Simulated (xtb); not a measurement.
A run for xtb: GFN2-xTB on N-methylmethanimine (SMILES C=NC), a point of a bond scan (R = 1.201 Å).

```
$ xtb mol.xyz --gfn 2 --sp --chrg 0 --uhf 0
8

C      1.09069108    -0.37559261    -0.00393688
N     -0.03957995     0.49981348     0.22469474
C     -1.18031655     0.10627319    -0.13438406
H      1.89512384     0.19726184    -0.68793331
H      1.57679907    -0.58337547     0.95167335
H      0.82081943    -1.32611686    -0.48490084
H     -1.36081453    -0.86665491    -0.61180338
H     -2.04398507     0.74818524     0.02784514
```

Program output:

```
[...]
           -------------------------------------------------
          |                Calculation Setup                |
           -------------------------------------------------



           -------------------------------------------------
          |                 G F N 2 - x T B                 |
           -------------------------------------------------

        Reference                      10.1021/acs.jctc.8b01176
      * Hamiltonian:
        H0-scaling (s, p, d)           1.850000    2.230000    2.230000
        zeta-weighting                 0.500000
      * Dispersion:
        s8                             2.700000
        a1                             0.520000
        a2                             5.000000
        s9                             5.000000
      * Repulsion:
        kExp                           1.500000    1.000000
        rExp                           1.000000
      * Coulomb:
        alpha                          2.000000
        third order                    shell-resolved
        anisotropic                    true
        a3                             3.000000
        a5                             4.000000
        cn-shift                       1.200000
        cn-exp                         4.000000
        max-rad                        5.000000


          ...................................................
          :                      SETUP                      :
          :.................................................:
          :  # basis functions                  17          :
          :  # atomic orbitals                  17          :
          :  # shells                           11          :
          :  # electrons                        18          :
          :  max. iterations                   250          :
          :  Hamiltonian                  GFN2-xTB          :
          :  restarted?                      false          :
          :  GBSA solvation                  false          :
          :  PC potential                    false          :
          :  electronic temp.          300.0000000     K    :
          :  accuracy                    1.0000000          :
          :  -> integral cutoff          0.2500000E+02      :
          :  -> integral neglect         0.1000000E-07      :
          :  -> SCF convergence          0.1000000E-05 Eh   :
          :  -> wf. convergence          0.1000000E-03 e    :
          :  Broyden damping             0.4000000          :
          :  net charge                          0          :
          :  unpaired electrons                  0          :
          ...................................................

 iter      E             dE          RMSdq      gap      omega  full diag
   1     -9.8183801 -0.981838E+01  0.386E+00    4.21       0.0  T
   2     -9.8320051 -0.136251E-01  0.252E+00    4.10       1.0  T
   3     -9.8304034  0.160172E-02  0.103E+00    3.61       1.0  T
   4     -9.8333435 -0.294011E-02  0.565E-01    3.76       1.0  T
   5     -9.8342824 -0.938833E-03  0.766E-02    3.68       1.0  T
   6     -9.8342894 -0.701238E-05  0.139E-02    3.67       2.5  T
   7     -9.8342895 -0.963448E-07  0.209E-03    3.67      16.9  T
   8     -9.8342895 -0.465351E-08  0.705E-04    3.67      50.2  T
   9     -9.8342895 -0.834840E-09  0.111E-04    3.67     319.8  T

   *** convergence criteria satisfied after 9 iterations ***

         #    Occupation            Energy/Eh            Energy/eV
      -------------------------------------------------------------
         1        2.0000           -0.6451057             -17.5542
       ...           ...                  ...                  ...
         3        2.0000           -0.5580265             -15.1847
         4        2.0000           -0.5212139             -14.1830
         5        2.0000           -0.5082298             -13.8296
         6        2.0000           -0.5047722             -13.7356
         7        2.0000           -0.4586422             -12.4803
         8        2.0000           -0.4378558             -11.9147
         9        2.0000           -0.3786786             -10.3044 (HOMO)
        10                         -0.2437365              -6.6324 (LUMO)
        11                          0.0384757               1.0470
        12                          0.0764153               2.0794
        13                          0.1298412               3.5332
        14                          0.1738626               4.7310
       ...                                ...                  ...
        17                          0.5444473              14.8152
      -------------------------------------------------------------
                  HL-Gap            0.1349421 Eh            3.6720 eV
             Fermi-level           -0.3112075 Eh           -8.4684 eV

 SCC (total)                   0 d,  0 h,  0 min,  0.002 sec
 SCC setup                      ...        0 min,  0.000 sec (  2.736%)
 Dispersion                     ...        0 min,  0.000 sec (  1.365%)
 classical contributions        ...        0 min,  0.000 sec (  0.462%)
 integral evaluation            ...        0 min,  0.000 sec ( 15.195%)
 iterations                     ...        0 min,  0.001 sec ( 51.673%)
 molecular gradient             ...        0 min,  0.000 sec ( 25.098%)
 printout                       ...        0 min,  0.000 sec (  3.147%)

         :::::::::::::::::::::::::::::::::::::::::::::::::::::
         ::                     SUMMARY                     ::
         :::::::::::::::::::::::::::::::::::::::::::::::::::::
         :: total energy              -9.704789747569 Eh    ::
         :: gradient norm              0.064213378728 Eh/a0 ::
         :: HOMO-LUMO gap              3.671961348523 eV    ::
         ::.................................................::
         :: SCC energy                -9.834289244952 Eh    ::
         :: -> isotropic ES            0.005771339492 Eh    ::
         :: -> anisotropic ES          0.002951694781 Eh    ::
         :: -> anisotropic XC          0.014812035912 Eh    ::
         :: -> dispersion             -0.002656094010 Eh    ::
         :: repulsion energy           0.129499497383 Eh    ::
         :: add. restraining           0.000000000000 Eh    ::
         :: total charge               0.000000000000 e     ::
         :::::::::::::::::::::::::::::::::::::::::::::::::::::

           -------------------------------------------------
          |                Property Printout                |
           -------------------------------------------------

    * Orbital Energies and Occupations

         #    Occupation            Energy/Eh            Energy/eV
      -------------------------------------------------------------
         1        2.0000           -0.6451057             -17.5542
         2        2.0000           -0.6061940             -16.4954
         3        2.0000           -0.5580265             -15.1847
         4        2.0000           -0.5212139             -14.1830
         5        2.0000           -0.5082298             -13.8296
         6        2.0000           -0.5047722             -13.7356
         7        2.0000           -0.4586422             -12.4803
         8        2.0000           -0.4378558             -11.9147
         9        2.0000           -0.3786786             -10.3044 (HOMO)
        10                         -0.2437365              -6.6324 (LUMO)
        11                          0.0384757               1.0470
        12                          0.0764153               2.0794
        13                          0.1298412               3.5332
        14                          0.1738626               4.7310
        15                          0.1985693               5.4033
Note: The following floating-point exceptions are signalling: IEEE_UNDERFLOW_FLAG IEEE_DENORMAL
normal termination of xtb
        16                          0.3002824               8.1711
        17                          0.5444473              14.8152
      -------------------------------------------------------------
                  HL-Gap            0.1349421 Eh            3.6720 eV
             Fermi-level           -0.3112075 Eh           -8.4684 eV

     #   Z          covCN         q      C6AA      α(0)
     1   6 C        3.683    -0.022    21.171     6.588
     2   7 N        1.818    -0.195    26.046     7.562
     3   6 C        2.800     0.035    27.205     8.545
     4   1 H        0.887     0.040     2.458     2.454
     5   1 H        0.924     0.057     2.238     2.339
     6   1 H        0.923     0.024     2.681     2.561
     7   1 H        0.923     0.012     2.852     2.641
     8   1 H        0.925     0.049     2.330     2.387

 Mol. C6AA /au·bohr⁶  :        520.031677
 Mol. C8AA /au·bohr⁸  :      10845.688442
 Mol. α(0) /au        :         35.076377


Wiberg/Mayer (AO) data.
largest (>0.10) Wiberg bond orders for each atom

 ---------------------------------------------------------------------------
     #   Z sym  total        # sym  WBO       # sym  WBO       # sym  WBO
 ---------------------------------------------------------------------------
     1   6 C    3.985 --     2 N    1.043     6 H    0.974     5 H    0.967
                             4 H    0.961
     2   7 N    3.082 --     3 C    1.977     1 C    1.043
     3   6 C    3.971 --     2 N    1.977     8 H    0.968     7 H    0.950
     4   1 H    0.998 --     1 C    0.961
     5   1 H    0.997 --     1 C    0.967
     6   1 H    0.999 --     1 C    0.974
     7   1 H    1.000 --     3 C    0.950
     8   1 H    0.998 --     3 C    0.968
 ---------------------------------------------------------------------------

Topologies differ in total number of bonds
Writing topology from bond orders to xtbtopo.mol

molecular dipole:
                 x           y           z       tot (Debye)
 q only:        0.019      -0.219      -0.075
   full:       -0.099      -0.554      -0.248       1.563
molecular quadrupole (traceless):
                xx          xy          yy          xz          yz          zz
 q only:        1.756      -0.616      -0.941       0.206      -0.196      -0.815
  q+dip:        2.572      -0.342      -1.351       0.382      -0.216      -1.220
   full:        2.346      -0.581      -1.659       0.179      -0.742      -0.687


           -------------------------------------------------
          | TOTAL ENERGY               -9.704789747569 Eh   |
          | GRADIENT NORM               0.064213378728 Eh/α |
          | HOMO-LUMO GAP               3.671961348523 eV   |
           -------------------------------------------------

------------------------------------------------------------------------
------------------------------------------------------------------------
 total:
 SCF:
```

The run finished.

Cost: around 0.020 core-seconds (rough).
